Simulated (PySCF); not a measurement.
C₂H₉N₂PSi.
Cartesian coordinates in Å at the GFN2-xTB level; atoms count from 1:
```
atom  x, y, z in Å
N1    -2.5607    0.7141   -1.0432
C2    -1.5644    0.2131   -0.1174
C3    -0.6664   -0.7839   -0.7870
N4     0.4340   -1.2030   -0.3606
Si5    1.4086   -0.8127    0.9967
P6     2.5416    1.0345    0.3929
H7    -2.1191    1.2455   -1.7857
H8    -3.2193    1.3234   -0.5725
H9    -0.9256    0.9892    0.3435
H10   -2.0843   -0.3048    0.6974
H11   -1.0354   -1.1662   -1.7393
H12    2.2359   -2.0084    1.1447
H13    0.7703   -0.4642    2.2746
H14    3.6137    0.7799    1.2257
H15    3.1665    0.4514   -0.6916
```

Level of theory: PySCF, TDDFT CAM-B3LYP/def2-SVPD, vertical, gas phase, core orbitals frozen in the response.

Frontier orbitals with the atoms that hold most of them (Löwdin shares over 4%, at most four atoms; ? is withheld):

```tsv
orbital	ε (eV)	atoms
HOMO-3	-10.05	P6 30%, Si5 16%, N4 14%, H13 10%
HOMO-2	-8.97	N1 53%, C2 10%, P6 9%, H7 5%
HOMO-1	-8.59	?
HOMO	-8.30	N4 49%, C3 13%, Si5 11%, C2 7%
LUMO	?	?
LUMO+1	1.07	Si5 25%, P6 16%, C2 10%, C3 7%
LUMO+2	1.38	P6 20%, Si5 20%, H13 9%, H8 6%
```

Give the leading atoms of the LUMO.

C3 (bonded to C, N and H) 32%; N4 (bonded to C and Si) 25%; Si5 (bonded to N, P and 2 H) 10%; C2 (bonded to C, N and 2 H) 8%. By element: carbon 40%, nitrogen 25% or more, silicon 10%.

Give the leading atoms of the HOMO-1.

P6 (bonded to Si and 2 H) 49%; Si5 (bonded to N, P and 2 H) 11%; N1 (bonded to C and 2 H) 9%; N4 (bonded to C and Si) 6%. By element: phosphorus 49%, nitrogen 15%, silicon 11%.

What is the LUMO energy, and the HOMO–LUMO gap?

ε(LUMO) = 0.09 eV; the gap is 8.39 eV (0.3084 hartree).

The HOMO–LUMO gap is 8.39 eV. Where does the response calculation put the lowest singlet, and from which orbitals?

S1 is at 4.01 eV (f = 0.0004), 4.38 eV below the gap, made of HOMO→LUMO (88%). Without the coupling terms of the response equations the lowest excitation would equal the gap.

Next come S2 at 5.76 eV (f 0.035), HOMO-1→LUMO (53%), HOMO-2→LUMO (41%); S3 at 6.08 eV (f 0.092), HOMO-2→LUMO (48%), HOMO-1→LUMO (35%); S4 at 6.34 eV (f 0.0077), HOMO→LUMO+1 (58%), HOMO→LUMO+2 (31%); S5 at 6.53 eV (f 0.052), HOMO-1→LUMO+2 (33%), HOMO-1→LUMO+1 (17%), HOMO-1→LUMO+3 (15%).

Hardware: an Arm Neoverse V2 with one thread, on a shared host. Cost: 45 s of wall time (with the writing of density and orbital grids), 0.91 GiB resident at most.

One conformer stands for the species.
